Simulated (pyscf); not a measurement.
H₃C–CH₂–SiH: [singlet] → cyclic C₂H₆Si (SMILES C1C[SiH2]1) (rearrangement; singlet surface; C–H broken, H–Si, C–Si formed). PySCF, gas phase, ωB97X-D3(BJ)/def2-SVP geometries. MP2 and CC: frozen core, UHF for open shells. ΔMP2 is the change of the MP2 total energy from the triple- to the quadruple-zeta basis. Energies in kcal/mol from the reactant's lowest minimum found.

```json
[
 {"level": "ωB97X-D3(BJ)/def2-TZVP", "barrier": "13.7", "reaction energy": "-16.6"},
 {"level": "PBE/def2-TZVP", "barrier": "[?]", "reaction energy": "-16.7"},
 {"level": "B3LYP-D3(BJ)/def2-TZVP", "barrier": "11.5", "reaction energy": "-13.2"},
 {"level": "M06-2X/def2-TZVP", "barrier": "11.3", "reaction energy": "-15.0"},
 {"level": "ωB97M-D3(BJ)/def2-TZVP", "barrier": "13.1", "reaction energy": "-13.2"},
 {"level": "HF/def2-TZVP", "barrier": "25.3", "reaction energy": "-10.4"},
 {"level": "CCSD(T)/def2-TZVPP + ΔMP2(QZVPP)", "barrier": "[?]", "reaction energy": "[?]"}
]
```

Problem. What belongs in the gaps?

Solution. 
- PBE/def2-TZVP, barrier: 4.7
- CCSD(T)/def2-TZVPP + ΔMP2(QZVPP), barrier: 12.4
- CCSD(T)/def2-TZVPP + ΔMP2(QZVPP), reaction energy: -14.3

H₃C–CH₂–SiH: [singlet] lies 20.7 kcal/mol over its isomer H₂C=CH–SiH₃, and others may lie lower still (electronic energy, ωB97M-D3(BJ)). cyclic C₂H₆Si (SMILES C1C[SiH2]1) lies 7.4 kcal/mol over its isomer H₂C=CH–SiH₃, and others may lie lower still (electronic energy, ωB97M-D3(BJ)). One saddle was located; it need not be the lowest between these sides. The CCSD(T) − MP2 part came from Ansatz, without density fitting, on the same reference.
